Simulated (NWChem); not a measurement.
System: SiOF$_{3}$, doublet; SMILES F[Si](F)(F)[O]

Here is an NWChem input.

```
start job
memory heap 200 mb stack 900 mb global 1100 mb
geometry units angstroms noautoz
  O      0.001801    -1.690867    -0.080153
  Si     0.019263    -0.018553    -0.005651
  F      1.052440     0.538456     1.093094
  F     -1.486785     0.384327     0.395739
  F      0.418493     0.653800    -1.410387
end
basis spherical
  * library def2-svp
end
dft
  odft
  mult 2
  xc b3lyp
  iterations 150
  mulliken
end
task dft energy
```

Excerpt of the output:

```
             Northwest Computational Chemistry Package (NWChem) 7.3.0
             --------------------------------------------------------

 C1  symmetry detected

                             Geometry "geometry" -> ""
                             -------------------------

 Output coordinates in angstroms (scale by  1.889725989 to convert to a.u.)

  No.       Tag          Charge          X              Y              Z
 ---- ---------------- ---------- -------------- -------------- --------------
    1 O                    8.0000    -0.02333701    -0.92770269    -1.42551184
    2 Si                  14.0000    -0.00045916    -0.00055167    -0.03182709
    3 F                    9.0000     1.29361496     0.94961047     0.05488158
    4 F                    9.0000     0.01900871    -1.07384042     1.16787248
    5 F                    9.0000    -1.29116541     0.94971272     0.09387640

 Effective nuclear repulsion energy (a.u.)     251.4311164391

                                 NWChem DFT Module
                                 -----------------

 Summary of "ao basis" -> "ao basis" (spherical)
 ------------------------------------------------------------------------------
       Tag                 Description            Shells   Functions and Types
 ---------------- ------------------------------  ------  ---------------------
 O                          def2-svp                 6       14   3s2p1d
 Si                         def2-svp                 8       18   4s3p1d
 F                          def2-svp                 6       14   3s2p1d

            General Information
            -------------------
          SCF calculation type: DFT
          Wavefunction type:  spin polarized.
          No. of atoms     :     5
          No. of electrons :    49
           Alpha electrons :    25
            Beta electrons :    24
          Charge           :     0
          Spin multiplicity:     2
          Use of symmetry is: off; symmetry adaption is: off
          Maximum number of iterations: 150
          AO basis - number of functions:    74
                     number of shells:    32
          Convergence on energy requested:  1.00D-06
          Convergence on density requested:  1.00D-05
          Convergence on gradient requested:  5.00D-04

              XC Information
              --------------
                         B3LYP Method XC Potential
                     Hartree-Fock (Exact) Exchange  0.200
                        Slater Exchange Functional  0.800 local
                    Becke 1988 Exchange Functional  0.720 non-local
              Lee-Yang-Parr Correlation Functional  0.810
                  VWN I RPA Correlation Functional  0.190 local

             Grid Information
             ----------------
          Grid used for XC integration:  medium
          Radial quadrature: Mura-Knowles
          Angular quadrature: Lebedev.
          Tag              B.-S. Rad. Rad. Pts. Rad. Cut. Ang. Pts.
          ---              ---------- --------- --------- ---------
          O                   0.60       49           7.0       434
          Si                  1.10       88           6.0       590
          F                   0.50       49           7.0       434
          Grid pruning is: on
          Number of quadrature shells:   284
          Spatial weights used:  Erf1

      Superposition of Atomic Density Guess
      -------------------------------------

 Sum of atomic energies:        -661.30723231

      Non-variational initial energy
      ------------------------------

 Total energy =    -661.775366
 1-e energy   =   -1421.720101
 2-e energy   =     508.513619
 HOMO         =      -0.452567
 LUMO         =       0.046921

     ---------------------------------------------
      Total Density - Mulliken Population Analysis
     ---------------------------------------------

    Atom       Charge   Shell Charges
 -----------   ------   -------------------------------------------------------
    1 O    8     8.38   1.99  1.15  0.75  2.65  1.84  0.00
    2 Si  14    11.98   2.00  1.99  0.64  0.02  5.93  0.71  0.31  0.39
    3 F    9     9.55   1.99  1.14  0.78  3.49  2.14  0.00
    4 F    9     9.54   1.99  1.14  0.78  3.48  2.14  0.00
    5 F    9     9.55   1.99  1.14  0.78  3.49  2.14  0.00

     --------------------------------------------
      Spin Density - Mulliken Population Analysis
     --------------------------------------------

    Atom       Charge   Shell Charges
 -----------   ------   -------------------------------------------------------
    1 O    8     0.93   0.00  0.00  0.00  0.55  0.38  0.00
    2 Si  14     0.04   0.00  0.00 -0.00  0.00  0.00  0.00  0.02  0.02
    3 F    9     0.01   0.00  0.00 -0.00  0.00  0.00 -0.00
    4 F    9     0.02   0.00  0.00 -0.00  0.02  0.01 -0.00
    5 F    9     0.01   0.00  0.00 -0.00  0.00  0.00 -0.00

   convergence    iter        energy       DeltaE   RMS-Dens  Diis-err
 ---------------- ----- ----------------- --------- --------- ---------
 d= 0,ls=0.0,diis     1   -663.8952420874 -9.15D+02  9.89D-03  2.62D-01
                                                     1.00D-02  2.50D-01
 d= 0,ls=0.0,diis     2   -663.8448602331  5.04D-02  4.92D-03  4.68D-01
                                                     5.13D-03  4.66D-01
 d= 0,ls=0.0,diis     3   -664.0016131871 -1.57D-01  9.15D-04  1.08D-02
                                                     8.58D-04  9.82D-03
 d= 0,ls=0.0,diis     4   -664.0045568648 -2.94D-03  3.24D-04  1.07D-03
                                                     3.86D-04  1.22D-03
 d= 0,ls=0.0,diis     5   -664.0049255618 -3.69D-04  1.23D-04  3.16D-04
                                                     9.30D-05  1.93D-04
  Resetting Diis
 d= 0,ls=0.0,diis     6   -664.0050242980 -9.87D-05  2.14D-05  2.45D-06
                                                     1.99D-05  2.88D-06
 d= 0,ls=0.0,diis     7   -664.0050250378 -7.40D-07  2.18D-05  2.37D-06
                                                     2.53D-05  2.79D-06
 d= 0,ls=0.0,diis     8   -664.0050239676  1.07D-06  1.42D-05  6.35D-06
                                                     1.40D-05  5.99D-06
 d= 0,ls=0.0,diis     9   -664.0050259962 -2.03D-06  2.70D-06  2.42D-08
                                                     8.25D-07  4.98D-09
 d= 0,ls=0.0,diis    10   -664.0050260033 -7.13D-09  4.12D-07  1.08D-08
                                                     1.56D-06  1.87D-08

         Total DFT energy =     -664.005026003344
      One electron energy =    -1422.230887942593
           Coulomb energy =      567.809615693442
    Exchange-Corr. energy =      -61.014870193306
 Nuclear repulsion energy =      251.431116439112

 Numeric. integr. density =       48.999996739407

                    DFT Final Alpha Molecular Orbital Analysis
                    ------------------------------------------

 Vector   23  Occ=1.000000D+00  E=-4.434423D-01
              MO Center= -9.1D-03,  3.8D-01,  3.7D-01, r^2= 2.7D+00
   Bfn.  Coefficient  Atom+Function         Bfn.  Coefficient  Atom+Function
  ----- ------------  ---------------      ----- ------------  ---------------
    50      0.360181  4 F  px                65     -0.305061  5 F  py
    37      0.300125  3 F  py                53     -0.253347  4 F  px
    36     -0.239868  3 F  px                64     -0.233826  5 F  px
    68      0.212261  5 F  py                40     -0.209193  3 F  py
    39      0.165749  3 F  px                67      0.161528  5 F  px

 Vector   24  Occ=1.000000D+00  E=-4.429033D-01
              MO Center=  1.4D-02, -7.5D-01, -1.5D-01, r^2= 2.6D+00
   Bfn.  Coefficient  Atom+Function         Bfn.  Coefficient  Atom+Function
  ----- ------------  ---------------      ----- ------------  ---------------
     6      0.378925  1 O  pz                52     -0.342741  4 F  pz
    51     -0.295436  4 F  py                 5     -0.274495  1 O  py
     9      0.239159  1 O  pz                55      0.234044  4 F  pz
    54      0.204353  4 F  py                 8     -0.185596  1 O  py
    38      0.156340  3 F  pz                66      0.145430  5 F  pz

 Vector   25  Occ=1.000000D+00  E=-3.939716D-01
              MO Center= -1.9D-02, -7.2D-01, -1.2D+00, r^2= 1.4D+00
   Bfn.  Coefficient  Atom+Function         Bfn.  Coefficient  Atom+Function
  ----- ------------  ---------------      ----- ------------  ---------------
     4      0.616876  1 O  px                 7      0.425128  1 O  px
    38     -0.117418  3 F  pz                66      0.115648  5 F  pz
    37     -0.108619  3 F  py                65      0.109012  5 F  py
    50      0.085870  4 F  px                41      0.085207  3 F  pz
    69     -0.083614  5 F  pz                40      0.075265  3 F  py

 Vector   26  Occ=0.000000D+00  E=-6.305521D-04
              MO Center= -8.9D-04,  1.1D-01, -9.3D-02, r^2= 3.3D+00
   Bfn.  Coefficient  Atom+Function         Bfn.  Coefficient  Atom+Function
  ----- ------------  ---------------      ----- ------------  ---------------
    18      1.372552  2 Si s                  3     -0.368698  1 O  s
    35     -0.357818  3 F  s                 63     -0.357713  5 F  s
    49     -0.315808  4 F  s                 16      0.292674  2 Si s
    17      0.256522  2 Si s                  9     -0.179183  1 O  pz
    36     -0.159509  3 F  px                39      0.159992  3 F  px

[...]
```

Level: B3LYP/def2-SVP, spin-unrestricted. The radical's symmetric form is orbitally degenerate, so geometry and low modes hang on which distorted state is reached. Geometry: optimised at PBE-D3(BJ)/def2-SVP, spin-unrestricted. No stability test was run on the SCF state.
